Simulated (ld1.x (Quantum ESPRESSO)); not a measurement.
## nitrogen (N): excitation energies, all-electron against PAW

nitrogen, PAW, made with ld1.x (Quantum ESPRESSO) 7.5 (PBE, non-relativistic). Core [He], reference 2s2 2p3. Waves: 2s (bound): rcut 0.75, rcutus 0.90 bohr; 2s channel at -0.9 Ry: rcut 0.75, rcutus 0.90 bohr; 2p (bound): rcut 1.15, rcutus 1.35 bohr; 2p channel at 3.15 Ry: rcut 1.15, rcutus 1.35 bohr; 3d channel at 0.35 Ry: rcut 1.10, rcutus 1.30 bohr. Local part: all-electron potential smoothed inside 1.15 bohr (lloc = -1). Core correction: Bessel-smoothed model core inside 0.45 bohr. Augmentation charge: PSQ, inside the norm-conserving radii.

Energies are relative to the spin-unpolarised reference configuration 2s2 2p3; without spin polarisation the order of configurations can differ from experiment.

```csv
valence configuration,charge,ΔE all-electron (eV),error AE − PS (meV)
2s2 2p2,+1,13.597,-0.1
2s1 2p0,+4,167.310,-30
2s0 2p5,0,22.981,-1.6
2s2 2p2.5,+0.5,5.096,0.0
2s1 2p4,0,11.477,-0.4
```

**Question.** What are ΔE and the potential's error for 2s2 2p1?

**Answer.** ΔE = 42.456 eV all-electron; the error (AE − PS) is -1.6 meV.

**Question.** What are ΔE and the potential's error for 2s2 2p0?

**Answer.** ΔE = 89.541 eV all-electron; the error (AE − PS) is -7.9 meV.
